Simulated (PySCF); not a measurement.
Cl2O2W, charge +1, doublet, geometry from GFN2-xTB (such geometries of metal compounds can be far from the true shape) (the multiplicity is a formal guess) (core potentials on W); PySCF with DF-BLYP/def2-SVP.

Input for PySCF:
```python
from pyscf import gto, scf, dft

mol = gto.M(
    atom='''
W     0.20214214   -0.04016039    0.06643374
O     1.45911084   -0.60086055   -0.92435281
O     0.76262285    0.15945983    1.65452256
Cl   -0.51668921    1.83426238   -0.68033334
Cl   -1.40874539   -1.45172859    0.04754189
''',
    basis='def2-svp',
    ecp={'W': 'def2-svp'},
    charge=1,
    spin=1,
    verbose=4,
)

mf = dft.ROKS(mol)
mf.xc = 'blyp'
mf = mf.density_fit(auxbasis='def2-universal-jkfit')
mf.kernel()
mf.analyze()
```

Problem. Write the output that PySCF gives for this input, abridged.

Solution. 
```
PySCF version 2.14.0

[INPUT] verbose = 4
[INPUT] num. atoms = 5
[INPUT] num. electrons = 63
[INPUT] charge = 1
[INPUT] spin (= nelec alpha-beta = 2S) = 1
[INPUT] symmetry False subgroup None
[INPUT] Mole.unit = angstrom
[INPUT] Symbol           X                Y                Z      unit          X                Y                Z       unit  Magmom
[...]
nuclear repulsion = 335.13549326052
number of shells = 40
number of NR pGTOs = 177
number of NR cGTOs = 96
basis = def2-svp
ecp = {'W': 'def2-svp'}

******** <class 'pyscf.df.df_jk.DFROKS'> ********
method = DFROKS
initial guess = minao
damping factor = 0
level_shift factor = 0
DIIS = <class 'pyscf.scf.diis.CDIIS'>
diis_start_cycle = 1
diis_space = 8
diis_damp = 0
SCF conv_tol = 1e-09
SCF conv_tol_grad = None
SCF max_cycles = 50
direct_scf = False
num. doubly occ = 31  num. singly occ = 1
XC library pyscf.dft.libxc version 7.1.2
    S. Lehtola, C. Steigemann, M. J. T. Oliveira, and M. A. L. Marques,  SoftwareX 7, 1–5 (2018)
XC functionals = blyp
    A. D. Becke,  Phys. Rev. A 38, 3098 (1988)
    C. Lee, W. Yang, and R. G. Parr,  Phys. Rev. B 37, 785 (1988)
    B. Miehlich, A. Savin, H. Stoll, and H. Preuss,  Chem. Phys. Lett. 157, 200 (1989)
radial grids:
    Treutler-Ahlrichs [JCP 102, 346 (1995); DOI:10.1063/1.469408] (M4) radial grids

becke partition: Becke, JCP 88, 2547 (1988); DOI:10.1063/1.454033
pruning grids: <function nwchem_prune>
grids dens level: 3
symmetrized grids: False
atomic radii adjust function: <function treutler_atomic_radii_adjust>
small_rho_cutoff = 0
Set gradient conv threshold to 3.16228e-05
tot grids = 90232
init E= -1125.58089530206
[...]
cycle= 1 E= -1136.60386413616  delta_E=  -11  |g|= 1.74  |ddm|= 5.13
[...]
cycle= 2 E= -1122.44820450893  delta_E= 14.2  |g|=    6  |ddm|= 4.84
[...]
cycle= 3 E= -1137.20189106919  delta_E= -14.8  |g|= 0.63  |ddm|= 4.52
[...]
cycle= 4 E= -1136.33845229758  delta_E= 0.863  |g|= 1.87  |ddm|= 1.63
[...]
cycle= 5 E= -1137.16966862347  delta_E= -0.831  |g|= 0.686  |ddm|= 0.932

WARN: HOMO -0.358384351012307 >= LUMO -0.5321869461484

cycle= 6 E= -1136.90232392349  delta_E= 0.267  |g|= 0.776  |ddm|= 1.77
[...]
cycle= 7 E= -1137.25542142206  delta_E= -0.353  |g|= 0.401  |ddm|= 1.75
[...]
cycle= 8 E= -1137.29080585783  delta_E= -0.0354  |g|= 0.259  |ddm|= 1.01
[...]
cycle= 9 E= -1137.23725439016  delta_E= 0.0536  |g|= 0.491  |ddm|= 1.02
[...]
cycle= 10 E= -1137.20744087931  delta_E= 0.0298  |g|= 0.536  |ddm|= 0.789
[...]
cycle= 11 E= -1137.2439781127  delta_E= -0.0365  |g|= 0.423  |ddm|= 0.989
[...]
cycle= 12 E= -1137.2236192248  delta_E= 0.0204  |g|= 0.449  |ddm|= 0.865
[...]
cycle= 13 E= -1137.30902271035  delta_E= -0.0854  |g|= 0.0813  |ddm|= 0.958
[...]
cycle= 14 E= -1137.30569570363  delta_E= 0.00333  |g|= 0.149  |ddm|= 0.767
[...]
cycle= 15 E= -1137.30927029643  delta_E= -0.00357  |g|= 0.0858  |ddm|= 0.574
[...]
cycle= 16 E= -1137.30796946478  delta_E= 0.0013  |g|= 0.0921  |ddm|= 0.84
[...]
cycle= 17 E= -1137.30854348706  delta_E= -0.000574  |g|= 0.0986  |ddm|= 0.503
[...]
cycle= 18 E= -1137.30742086221  delta_E= 0.00112  |g|= 0.131  |ddm|= 0.326
[...]
cycle= 19 E= -1137.30762556471  delta_E= -0.000205  |g|= 0.128  |ddm|= 0.0349
[...]
cycle= 20 E= -1137.3078911392  delta_E= -0.000266  |g|= 0.121  |ddm|= 0.119
[...]
cycle= 21 E= -1137.30813458135  delta_E= -0.000243  |g|= 0.12  |ddm|= 0.037
[...]
cycle= 22 E= -1137.22442370314  delta_E= 0.0837  |g|= 0.485  |ddm|=    1
[...]
cycle= 23 E= -1137.28988348628  delta_E= -0.0655  |g|= 0.236  |ddm|= 0.629
[...]
cycle= 24 E= -1137.23608794699  delta_E= 0.0538  |g|= 0.446  |ddm|= 1.03
[...]
cycle= 25 E= -1137.23902806375  delta_E= -0.00294  |g|= 0.446  |ddm|= 0.367
[...]
cycle= 26 E= -1137.24098921345  delta_E= -0.00196  |g|= 0.44  |ddm|= 0.0882
[...]
cycle= 27 E= -1137.2417258824  delta_E= -0.000737  |g|= 0.438  |ddm|= 0.0246
[...]
cycle= 28 E= -1137.25243107515  delta_E= -0.0107  |g|= 0.403  |ddm|= 0.228
[...]
cycle= 29 E= -1137.27304902223  delta_E= -0.0206  |g|= 0.312  |ddm|= 0.366
[...]
cycle= 30 E= -1137.28232756072  delta_E= -0.00928  |g|= 0.342  |ddm|= 0.94
[...]
cycle= 31 E= -1137.29309060547  delta_E= -0.0108  |g|= 0.25  |ddm|= 0.328
[...]
cycle= 32 E= -1137.27665689215  delta_E= 0.0164  |g|= 0.298  |ddm|= 0.883
[...]
cycle= 33 E= -1137.30850959506  delta_E= -0.0319  |g|= 0.114  |ddm|= 0.568
[...]
cycle= 34 E= -1137.31056524269  delta_E= -0.00206  |g|= 0.055  |ddm|= 0.799
[...]
cycle= 35 E= -1137.30884348449  delta_E= 0.00172  |g|= 0.106  |ddm|= 0.303
[...]
cycle= 36 E= -1137.3090404183  delta_E= -0.000197  |g|= 0.0881  |ddm|= 0.557
[...]
cycle= 37 E= -1137.29376924377  delta_E= 0.0153  |g|= 0.201  |ddm|= 0.895
[...]
cycle= 38 E= -1137.2654102596  delta_E= 0.0284  |g|= 0.332  |ddm|= 0.22
[...]
cycle= 39 E= -1137.29810715862  delta_E= -0.0327  |g|= 0.173  |ddm|= 0.443
[...]
cycle= 40 E= -1137.30804770735  delta_E= -0.00994  |g|= 0.127  |ddm|= 0.653
[...]
cycle= 41 E= -1137.3104382703  delta_E= -0.00239  |g|= 0.0773  |ddm|= 0.184
[...]
cycle= 42 E= -1137.27104706746  delta_E= 0.0394  |g|= 0.333  |ddm|= 0.951
[...]
cycle= 43 E= -1137.24701774221  delta_E= 0.024  |g|= 0.417  |ddm|= 0.277
[...]
cycle= 44 E= -1137.27545322156  delta_E= -0.0284  |g|= 0.309  |ddm|= 0.265
[...]
cycle= 45 E= -1137.22139036873  delta_E= 0.0541  |g|= 0.463  |ddm|= 1.03
[...]
cycle= 46 E= -1137.26612874521  delta_E= -0.0447  |g|= 0.346  |ddm|= 1.02
[...]
cycle= 47 E= -1137.26642440916  delta_E= -0.000296  |g|= 0.345  |ddm|= 0.0131
[...]
cycle= 48 E= -1137.27471764326  delta_E= -0.00829  |g|= 0.314  |ddm|= 0.0742
[...]
cycle= 49 E= -1137.27613549204  delta_E= -0.00142  |g|=  0.3  |ddm|= 0.128
[...]
cycle= 50 E= -1137.29415333704  delta_E= -0.018  |g|= 0.258  |ddm|= 0.872
SCF not converged.
SCF energy = -1137.29415333704
**** SCF Summaries ****
Total Energy =                       -1137.294153337044236
Nuclear Repulsion Energy =             335.135493260519695
One-electron Energy =                -2242.526459102301033
Two-electron Energy =                  770.096812504737045
Two-electron Coulomb Energy =          850.992199005578073
DFT Exchange-Correlation Energy =      -80.895386500841028
HOMO-LUMO gap [eV] =                     4.723303467228466
**** MO energy ****
                Roothaan           | alpha              | beta
[...]
WARN: System has nonzero charge 1; the dipole moment is origin-dependent.
Location of origin: [0. 0. 0.]

Dipole moment(X, Y, Z, Debye):  1.12989, -0.58891, -0.42989
```

The run did not converge; its last values are not results.
